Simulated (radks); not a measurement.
Removal energies from the phosphorus ion P2+, [Ne] 3s2 3p1, by Delta-SCF beside the eigenvalue of the level emptied. Calculated with a radial shooting solver on a logarithmic mesh with Libxc functionals: non-relativistic Kohn-Sham, PBE, spin-polarised, spherical densities, point nucleus. Open shells are filled with parallel spins first.

removed from   final configuration  Delta-SCF (eV)  -eigenvalue (eV)
3p                        [Ne] 3s2          30.092            24.878
3s                    [Ne] 3s1 3p1          38.444            33.066
2p            [He] 2s2 2p5 3s2 3p1          165.75            147.94
2s            [He] 2s1 2p6 3s2 3p1          212.89            196.46
